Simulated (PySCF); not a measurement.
## Molecular orbitals of YP

PBE0 at R = 2.297 Å; Y def2-TZVPP with ECP28, P def2-TZVPP; scalar-relativistic core potentials (PySCF 2.14). State: ³Σ⁺ (triplet), unpaired electrons σ ↑↑, a second solution, started from another occupation. Only the outer orbitals are listed, counted within each symmetry, core potentials removing the inner ones.

```tsv
spin	orbital	occ.	ε (eV)	on Y (%)	main shells (%)
α	5σ	1	-30.44	96	96 Y p
α	2π	1	-30.27	100	100 Y p
α	2π	1	-30.27	100	100 Y p
α	6σ	1	-14.29	13	87 P s
α	7σ	1	-6.81	25	73 P p, 15 Y d
α	3π	1	-5.67	32	67 P p, 29 Y d
α	3π	1	-5.67	32	67 P p, 29 Y d
α	8σ	1	-4.70	100	75 Y s, 17 Y d
α	4π	0	-1.71	94	58 Y p, 35 Y d
α	4π	0	-1.71	94	58 Y p, 35 Y d
α	1δ	0	-1.67	99	99 Y d
β	2π	1	-29.96	100	100 Y p
β	2π	1	-29.96	100	100 Y p
β	5σ	1	-29.75	97	97 Y p
β	6σ	1	-13.19	13	87 P s
β	3π	1	-5.40	31	68 P p, 26 Y d
β	3π	1	-5.40	31	68 P p, 26 Y d
β	7σ	0	-3.32	44	54 P p, 27 Y s, 9 Y d
β	8σ	0	-2.16	89	58 Y s, 30 Y d, 12 P p
β	1δ	0	-1.04	99	99 Y d
```

**Question.** Which are the highest filled and the lowest empty level, where do they sit, and how wide is the gap?

**Answer.** Highest filled α 8σ at -4.70 eV (in %: 75 Y s, 17 Y d); lowest empty β 7σ at -3.32 eV (in %: 54 P p, 27 Y s, 9 Y d); the gap at PBE0 is 1.38 eV.

| Property | Result |
| --- | --- |
| bond order (Mayer) | 2.48 |
| ⟨S²⟩ | 2.009 |
| charge on Y (Mulliken, basis-dependent) | 0.32 |
| charge on Y (Löwdin, basis-dependent) | -0.55 |
| dipole moment (positive dipole means Y(−)P(+)) | -5.15 D |

Spin–orbit coupling is left out.
